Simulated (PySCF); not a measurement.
Isomers of BH8NSi2. Method: PBE0-D3(BJ)/def2-SVP geometry optimisation, gas phase in PySCF 2.14.0. One conformer each; no zero-point energy, no entropy. No frequencies were run at this level. Point groups hold within 0.08 Å.

Problem. Rank from lowest to highest electronic energy at this level (kcal/mol).
A. `[BH2:1][Si@@H:2]([NH2:3])[SiH3:4]` with H–B1–Si2–N3 -9° and 176°, B1–Si2–N3–H 172° and -48°
B. `[BH2:1][SiH2:2][NH:3][SiH3:4]` with H–B1–Si2–N3 -176° and 5°, B1–Si2–N3–Si4 -38°
C. `BN([SiH3])[SiH3]`

Solution. C (0.0), B (36.9), A (44.7).

As drawn, the lowest has a B–N bond, which the highest lacks; the highest has an N–H bond and an Si–Si bond, which the lowest lacks.

```tsv
SMILES	E (Eh)	E rel (kcal/mol)	dipole (D)	point group	A, B, C (MHz)
BN([SiH3])[SiH3]	-662.85355	0.0	0.95	–	6475, 3090, 2199
B[SiH2]N[SiH3]	-662.79480	36.9	0.63	C1	8048, 2306, 1898
B[Si@@H](N)[SiH3]	-662.78229	44.7	1.64	C1	5107, 2901, 2109
```
